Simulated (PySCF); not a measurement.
**How methods differ on the ionisation energy of Sn(28+)**

Sn(28+) [Ar] 3d4 (5D) → Sn(29+) [Ar] 3d3 (4F), as a difference of total energies. All numbers are calculated (PySCF 2.14, no relativity, point nucleus, in an uncontracted even-tempered set (17 s from 3.9 bohr⁻², ratio 2.5; 11 p from 5 bohr⁻², ratio 2.5; 8 d from 5 bohr⁻², ratio 2.5; 4 f from 19 bohr⁻², ratio 2.7; 3 g from 29 bohr⁻², ratio 2.7)). Correlated levels: outer shells: [Ne] frozen; virtual orbitals above 40 to 60 times the deepest correlated orbital energy dropped. The calculations carry no spin-orbit coupling.

| method | ionisation energy (eV) |
| --- | --- |
| UHF | 1596.2 |
| LDA | 1596.5 |
| PBE | 1595.7 |
| PBE0 | 1596.3 |
| r2SCAN | 1595.6 |
| TPSSh | 1595.1 |
| PW91 | 1596.0 |
| MP2 (outer shells) | 1596.7 |
| SCS-MP2 (outer shells) | 1596.2 |

A first-order spin-orbit estimate (lowest level to lowest level, LS coupling) adds -2.279 eV.

All relativistic terms are absent from these numbers, so their closeness to the reference says little about the methods.

For comparison: 1596 ± 4 eV (theoretical estimate listed by NIST; NIST Atomic Spectra Database, ionization energies).
